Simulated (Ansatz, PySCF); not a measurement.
Process, species as SMILES: OCO → [O]CO + H atom (the H-O bond at the site shown breaks; other sites are not compared here)
Geometries: B3LYP-D3(BJ)/def2-TZVP minima from Ansatz (an electronic-structure program), one conformer each, not searched for the lowest.

Wanted: bond dissociation energy (enthalpy at 298 K, with B3LYP-D3(BJ) rigid-rotor harmonic-oscillator terms from PySCF), in eV. Valence correlation only, unless marked. UHF or UKS for open shells. No spin-orbit coupling. Non-relativistic. Basis-set limits of correlation are two-point, X^-3; Hartree-Fock from the larger set. The bracket is a focal-point correction in the basis named.

```tsv
level	program	bond dissociation energy (eV)	minus last row
HF/STO-3G	Ansatz	3.38	-1.24
BLYP-D4/def2-TZVPD	Ansatz + dftd4	4.11	-0.51
BP86-D3(BJ)/def2-TZVPD	PySCF + dftd3	4.25	-0.37
M06-L-D4/def2-TZVPD	PySCF + dftd4	4.04	-0.58
PBE0/6-31G*	Ansatz	4.07	-0.55
BHLYP-D3(BJ)/def2-TZVPD	Ansatz + dftd3	4.24	-0.38
TPSSh-D3(BJ)/def2-TZVPD	PySCF + dftd3	4.24	-0.38
r2SCAN0-D4/def2-TZVPD	Ansatz + dftd4	4.20	-0.42
M06-2X/def2-TZVPD	PySCF	4.48	-0.14
MN15/def2-TZVPD	PySCF	4.43	-0.19
HSE06-D3(BJ)/def2-TZVPD	Ansatz + dftd3	4.23	-0.39
CAM-B3LYP-D3(BJ)/def2-TZVPD	Ansatz + dftd3	4.35	-0.27
wB97M-V/def2-TZVPD	Ansatz	4.41	-0.21
PBE-QIDH/def2-TZVPD	Ansatz	4.40	-0.22
RPA@PBE/cc-pVQZ	Ansatz	4.41	-0.21
MP2/aug-cc-pVDZ	Ansatz	4.61	-0.01
CCSD/6-31G	Ansatz	3.83	-0.79
CCSD/aug-cc-pVDZ	Ansatz	4.34	-0.28
CCSD(T)/cc-pVDZ	Ansatz	4.23	-0.39
CCSD(T) with core electrons/cc-pwCVTZ	Ansatz	4.48	-0.14
RI-MP2/CBS(cc-pVTZ,cc-pVQZ)+[CCSD(T)-MP2]/cc-pVTZ	Ansatz	4.62	0.00
```
